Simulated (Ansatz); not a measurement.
Two isomers of C3H5BO: A = `C=C1CBO1`, B = `BC1=CCO1`.

Gas-phase electronic energies from Ansatz, PBE0-D4/def2-TZVP geometries. CBS: MP2 limit from def2 TZ/QZ plus the TZ coupled-cluster correction, frozen cores. Functionals use def2-TZVPP. B3LYP here is the variant with VWN-RPA as its local correlation; programs differ in this.

A:

```xyz
10

C     0.4008   -0.1937   -1.6996
C    -0.0423   -0.0477   -0.4678
C     0.5144    0.0793    0.9277
B    -1.0346    0.1669    1.2296
O    -1.3933    0.0406   -0.0957
H    -0.2842   -0.2572   -2.5351
H     1.4647   -0.2519   -1.8836
H     1.1197    0.9703    1.1035
H     1.0565   -0.7959    1.2897
H    -1.8018    0.2893    2.1314
```

B:

Z-matrix (Å, degrees):
```
C
O 1 1.448
C 1 1.971 2 45.2
C 1 1.491 2 88.4 3 0.0
H 1 1.093 2 111.2 3 -118.3
H 1 1.093 2 111.2 3 118.3
B 3 1.523 2 126.9 1 180.0
H 4 1.078 1 136.5 2 -180.0
H 7 1.193 3 121.3 2 -0.0
H 7 1.194 3 117.6 2 -180.0
```

Problem. Which isomer does CCSD(T)/CBS put lower? Give the gap. (An estimate is asked.)

Solution. Computed: A, by 220.6 kJ/mol.

Problem. Give E(B) − E(A) in kJ/mol with B2PLYP, r2SCAN-D4, MP2/def2-TZVPP, B3LYP, LDA (SPW92), HF/def2-TZVPP, CCSD/def2-TZVPP. (An estimate is asked.)

Solution. Computed: B2PLYP 218.0, r2SCAN-D4 218.7, MP2/def2-TZVPP 222.7, B3LYP 215.4, LDA (SPW92) 221.4, HF/def2-TZVPP 223.9, CCSD/def2-TZVPP 222.7. None reverses the order clearly.

Problem. Does the order hold for the free energy at 298.15 K (harmonic terms from PBE0-D4)? (Estimate.)

Solution. Computed: Yes: G(B) − G(A) = +214.4 kJ/mol.

Largest T1 diagnostic: 0.014.

From PBE to PBE0 (25 % exact exchange), in def2-TZVPP and without D4, E(B) − E(A) moves by +8.4 kJ/mol. At CCSD(T), def2-SVP lies +7.8 kJ/mol from the extrapolated value and def2-TZVPP −0.9 kJ/mol.
